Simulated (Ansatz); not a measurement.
Reaction (formal exchange of groups at the Sn–C bond): `[CH3][SnH2][CH3]` + `C=CF` → `[CH3][SnH2]/[CH]=C\F` + CH₄

Gas-phase electronic energies from Ansatz, PBE0-D4/def2-TZVP geometries. CBS: MP2 limit from def2 TZ/QZ plus the TZ coupled-cluster correction, frozen cores. This one scheme is used for every species. DFT in def2-TZVPP. Elements past krypton have def2 core potentials. For Sn outer-core shells are correlated without core-valence functions, which leaves a few kJ/mol of doubt a bond. One conformer a species, not always the lowest.

```json
{"level": "PBE-D4", "ΔE (kJ/mol)": "-17.7"}
{"level": "r2SCAN-D4", "ΔE (kJ/mol)": "-19.0"}
{"level": "PBE0-D4", "ΔE (kJ/mol)": "-16.9"}
{"level": "B2PLYP", "ΔE (kJ/mol)": "-17.0"}
{"level": "PBE0", "ΔE (kJ/mol)": "-14.3"}
{"level": "MP2/def2-QZVPP", "ΔE (kJ/mol)": "-19.7"}
{"level": "HF/CBS(def2)", "ΔE (kJ/mol)": "-12.4"}
{"level": "MP2/CBS(def2)", "ΔE (kJ/mol)": "-19.1"}
```

Task: What does CCSD(T)/CBS give? (An estimate is asked.)

Result: Computed: -16.8 kJ/mol. The listed levels differ from it by -0.9, -2.2, -0.1, -0.2, 2.5, -2.9, 4.4, -2.3 kJ/mol.

Largest T1 diagnostic among the species: 0.012.

The D4 term adds −4.5 kJ/mol with B3LYP and −2.6 kJ/mol with PBE0; it sums over pairs of atoms, weighted by their polarisabilities, and B3LYP, whose exchange is more repulsive, gets the larger term. In def2-TZVPP, CCSD(T) changes the Hartree–Fock value by −5.6 kJ/mol (the triples alone add −1.8 kJ/mol) and MP2 by −7.9 kJ/mol.

B3LYP here is the variant with VWN-RPA as its local correlation; programs differ in this.
